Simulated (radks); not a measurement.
Spherical quantum dot in the effective-mass picture: electrons in a parabolic well V = omega^2 r^2 / 2 with omega = 3.68, with a point charge +2 (a donor) at the centre, all in effective atomic units (hartree* = m*/eps^2 hartree, bohr* = eps/m* bohr), one dielectric constant everywhere. Method: non-relativistic Kohn-Sham, PBEsol, spin-polarised, spherical densities; computed with a radial shooting solver with Libxc functionals. Levels are named by radial order and angular momentum (1s, 1p, 1d, 2s, ...), and open shells are averaged over m. Each electron was tried in the lowest free levels, single moves between levels near the top were tried too, and the lowest total energy was kept; such a search can miss a lower state. At N = 1 the Hartree and exchange-correlation terms need not cancel, so that row can carry a self-interaction error.

N,open shells,2S,mu = E(N) - E(N-1) (hartree*),addition energy mu(N+1) - mu(N) (hartree*),e(HOMO) (hartree*),rms radius (bohr*)
1,"1s(up 1, down 0)",1,0.47994,1.905,1.2031,0.5059
2,none,0,2.3846,6.343,3.0637,0.5308
3,"1p(up 1, down 0)",1,8.7274,0.9955,9.2148,0.6381
4,"1p(up 2, down 0)",2,9.7229,1.027,10.235,0.6922
5,"1p(up 3, down 0)",3,10.750,1.357,11.266,0.7280
6,"1p(up 3, down 1)",2,12.107,0.9340,12.566,0.7567
7,"1p(up 3, down 2)",1,13.041,0.9610,13.520,0.7799
8,none,0,14.002,3.304,14.485,0.7999
9,"2s(up 1, down 0)",1,17.306,0.9734,17.735,0.8328
10,none,0,18.280,1.683,18.704,0.8604
11,"1d(up 1, down 0)",1,19.962,0.8026,20.364,0.8857
12,"1d(up 2, down 0)",2,20.765,0.8020,21.166,0.9077
13,"1d(up 3, down 0)",3,21.567,0.7991,21.967,0.9273
14,"1d(up 4, down 0)",4,22.366,0.7950,22.764,0.9450
15,"1d(up 5, down 0)",5,23.161,1.011,23.557,0.9612
16,"1d(up 5, down 1)",4,24.172,0.7598,24.552,0.9765
17,"1d(up 5, down 2)",3,24.932,0.7599,25.312,0.9908
18,"1d(up 5, down 3)",2,25.692,0.7580,26.071,1.004
19,"1d(up 5, down 4)",1,26.450,0.7549,26.828,1.017
20,none,0,27.205,3.495,27.581,1.029
21,"1f(up 1, down 0)",1,30.700,0.6813,31.040,1.046
22,"1f(up 2, down 0)",2,31.381,0.6801,31.721,1.061
23,"1f(up 3, down 0)",3,32.061,0.6782,32.400,1.076
24,"1f(up 4, down 0)",4,32.739,0.6759,33.077,1.090
25,"1f(up 5, down 0)",5,33.415,0.6733,33.752,1.103
26,"1f(up 6, down 0)",6,34.088,0.6705,34.424,1.115
27,"1f(up 7, down 0)",7,34.759,0.7281,35.093,1.127
28,"1f(up 7, down 0) 2p(up 1, down 0)",8,35.487,0.6835,35.829,1.139
29,"1f(up 7, down 0) 2p(up 2, down 0)",9,36.170,0.6826,36.512,1.150
30,"1f(up 7, down 0) 2p(up 3, down 0)",10,36.853,0.7695,37.194,1.160
31,"1f(up 7, down 1) 2p(up 3, down 0)",9,37.622,0.6394,37.942,1.170
32,"1f(up 7, down 2) 2p(up 3, down 0)",8,38.262,0.6385,38.581,1.180
33,"1f(up 7, down 3) 2p(up 3, down 0)",7,38.900,0.6372,39.219,1.190
34,"1f(up 7, down 4) 2p(up 3, down 0)",6,39.538,0.6354,39.856,1.199
35,"1f(up 7, down 5) 2p(up 3, down 0)",5,40.173,0.6335,40.490,1.208
36,"1f(up 7, down 6) 2p(up 3, down 0)",4,40.806,0.6313,41.122,1.217
37,"2p(up 3, down 0)",3,41.438,0.7429,41.753,1.225
38,"2p(up 3, down 1)",2,42.181,-,42.503,1.234

All shells are closed at N = 2, 8, 10, 20 (there: 1s2 1p6 1d10 2s2); the second difference of the energy has clear peaks (12 % above both neighbours; the first and last values, which can be the largest, are not judged, and half-filled shells can peak too) at N = 2, 5, 8, 10, 15, 20, 30.
